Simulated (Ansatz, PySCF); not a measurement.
System: BO2 (charge 0, doublet). It need not be the lowest isomer of its formula. 
Geometry from a B3LYP-D3(BJ)/def2-TZVP (Ansatz, a first-principles code) optimisation:
```
B
O 1 1.2612
O 1 1.2612 2 180.00
```
Charge 0, spin multiplicity 2.

Total electronic energies in hartree. Valence correlation only, unless marked. Open shells are spin-unrestricted. No spin-orbit coupling. Non-relativistic unless marked X2C. CBS marks a two-point X^-3 extrapolation of the correlation energy; Hartree-Fock from the larger set.

The UHF reference is spin-contaminated (<S^2> 0.19 over the pure value in the largest basis). 

```
level                                program  energy (Eh)
----------------------------  --------------  -----------
HF/6-31G                              Ansatz   -174.36079
HF/cc-pVQZ                            Ansatz   -174.50929
RI-HF/cc-pVQZ                         Ansatz   -174.50921
SVWN5/def2-TZVPD                      Ansatz            ?
BLYP-D3(BJ)/def2-TZVPD        Ansatz + dftd3   -175.37067
BP86-D3(BJ)/def2-TZVPD         PySCF + dftd3   -175.37952
BP86-D4/def2-TZVPD             PySCF + dftd4   -175.37933
BHLYP-D4/def2-TZVPD           Ansatz + dftd4   -175.29111
r2SCAN0/def2-TZVPD                    Ansatz   -175.25720
LC-wPBE/def2-TZVPD                    Ansatz   -175.24531
wB97M-V/def2-TZVPD                    Ansatz            ?
RPA@PBE/cc-pVTZ                       Ansatz            ?
CCSD/cc-pVQZ                          Ansatz   -175.06908
X2C-CCSD(T)/cc-pVTZ-DK                Ansatz   -175.15281
CCSD(T)/CBS(cc-pVTZ,cc-pVQZ)          Ansatz    -175.1229
```

Question: Complete the blanks.

Answer: 
- SVWN5/def2-TZVPD, energy (Eh): -174.03873
- wB97M-V/def2-TZVPD, energy (Eh): -175.32561
- RPA@PBE/cc-pVTZ, energy (Eh): -175.27364
